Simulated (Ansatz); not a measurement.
Isolated molecules relaxed with PBE0-D4/def2-TZVP in Ansatz; ΔE leaves out vibrations. CCSD(T)/CBS is the MP2 limit (def2-TZVPP, def2-QZVPP) plus CCSD(T) − MP2 in def2-TZVPP, frozen cores. Functionals use def2-TZVPP. Elements past krypton have def2 core potentials. For In, Sb outer-core shells are correlated without core-valence functions, which leaves a few kJ/mol of doubt a bond.

Consider the redistribution: `[CH3][In]([CH3])[F]` + `[Cl][SbH2]` → `[CH3][In]([F])[Cl]` + `[CH3][SbH2]`.

Task: Is it downhill or uphill in electronic energy at CCSD(T)/CBS, and by how much? (Estimate.)

Result: Ansatz gave: Downhill: ΔE = -47.6 kJ/mol.

Task: What do these levels give: PBE-D4, revPBE-D4, BLYP-D4, revPBE, r2SCAN, r2SCANh, LC-ωPBE, HF/def2-SVP, MP2/def2-SVP, CCSD(T)/def2-TZVPP, HF/CBS(def2), MP2/CBS(def2)? (Best estimate.)

Result: The calculation gave: PBE-D4 -41.0, revPBE-D4 -42.8, BLYP-D4 -39.2, revPBE -40.6, r2SCAN -46.7, r2SCANh -47.8, LC-ωPBE -47.3, HF/def2-SVP -66.4, MP2/def2-SVP -68.3, CCSD(T)/def2-TZVPP -52.1, HF/CBS(def2) -57.8, MP2/CBS(def2) -47.1 kJ/mol.

Largest T1 diagnostic among the species: 0.014.

Leaving LDA and LC-ωPBE aside and taking each functional with its dispersion term where it has one, the values, not all of them listed here, spread over 12.6 kJ/mol, from PBE-QIDH to BLYP-D4. At CCSD(T), def2-SVP lies −17.0 kJ/mol from the extrapolated value and def2-TZVPP −4.5 kJ/mol. In def2-TZVPP, CCSD(T) changes the Hartree–Fock value by +8.1 kJ/mol (the triples alone add +0.0 kJ/mol) and MP2 by +8.6 kJ/mol.
